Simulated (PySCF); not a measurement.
Two species compared at the same levels of theory.

First species: C6H6F3OP.
SMILES: `CP(c1ccco1)C(F)(F)F`

Second species: C8H14N2.
SMILES: `c1n(ncc1C)C(C)(C)C`

Levels: PBE0/pcSseg-1 for dipole moment, HOMO energy, LUMO energy and HOMO–LUMO gap; GFN2-xTB for rotational constant A and rotational constant C. Geometries: GFN2-xTB. All species are isolated and taken at one optimised geometry, non-relativistic unless stated. Electronic properties by PySCF.

The conformers computed, where there is a choice (atom-mapped SMILES and torsion angles):
- `[CH3:1][P:2]([c:3]1[cH:4][cH:5][cH:6][o:7]1)[C:8]([F:9])([F:10])[F:11]`: C1–P2–C3–C4 164°, C1–P2–C8–F9 -170°
- `[CH3:1][c:2]1[cH:3][n:4][n:5]([C:6]([CH3:7])([CH3:8])[CH3:9])[cH:10]1`: N4–N5–C6–C7 120°

```csv
property,column X,column Y
dipole moment,2.14 D,2.27 D
HOMO energy,-6.61 eV,-6.62 eV
LUMO energy,0.82 eV,-0.45 eV
HOMO–LUMO gap,7.43 eV,6.17 eV
rotational constant A,2.778 GHz,1.767 GHz
rotational constant C,0.791 GHz,0.609 GHz
```

(1) Which column belongs to which species?

(2) How does each property change from the first species to the second?

Results:

(1) Column X is the second species and column Y the first. The first has 17 atoms and 92 electrons, the second 24 and 76.

(2) dipole moment -0.13 D; HOMO energy +0.01 eV; LUMO energy +1.27 eV; HOMO–LUMO gap +1.26 eV; rotational constant A +1.011 GHz; rotational constant C +0.182 GHz.

On the first: In atomic units the dipole is 0.89 e·bohr (1 au = 2.5417 D). A dipole of 2.27 D is allowed in C1, and pure rotational transitions are dipole-allowed.

On the second: The dipole matches unit charges of opposite sign 0.44 Å apart (1 e·Å = 4.8032 D).
